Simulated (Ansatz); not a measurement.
**Worked example: C2H8InN + C2H6GaO2 → C2H7InN + C2H7GaO2**

Species: C2H8InN `C[N](C)[InH2]`, singlet; C2H6GaO2 `C[O][Ga][O]C`, doublet; C2H7InN `[CH2][N](C)[InH2]`, doublet; C2H7GaO2 `C[O][GaH][O]C`, singlet. A radical takes H: the energy is the difference in strength between the C–H bond broken and the Ga–H bond made.

Shapes, held fixed at every level: PBE0-D4/def2-TZVP. Flexible molecules stand in one conformer, not always the lowest. Programs: Ansatz 0.2.0. Electronic energies: no zero-point or thermal term.

At CCSD(T)/def2-TZVPP; 1 Eh = 2625.50 kJ/mol:

```
 species   energy (Eh)
 C2H8InN   -324.999034
C2H6GaO2  -2153.395012
 C2H7InN   -324.359367
C2H7GaO2  -2154.031125
```

Question: Work out ΔE of the reaction at this level.

Answer: 
1. Products less reactants: (-324.359367) + (-2154.031125) − [(-324.999034) + (-2153.395012)] = 0.003554 Eh = +9.3 kJ/mol.

Other levels give -12.4 (HF/def2-SVP) to +26.3 kJ/mol (MP2/def2-TZVPP). No measured value is set beside it here. Open shells run unrestricted. For atoms past krypton def2 sets carry core potentials with scalar relativity. Relativity is left out for Ga. Outer-core shells of Ga, In are correlated in most correlated rows, in sets that cover them unevenly.
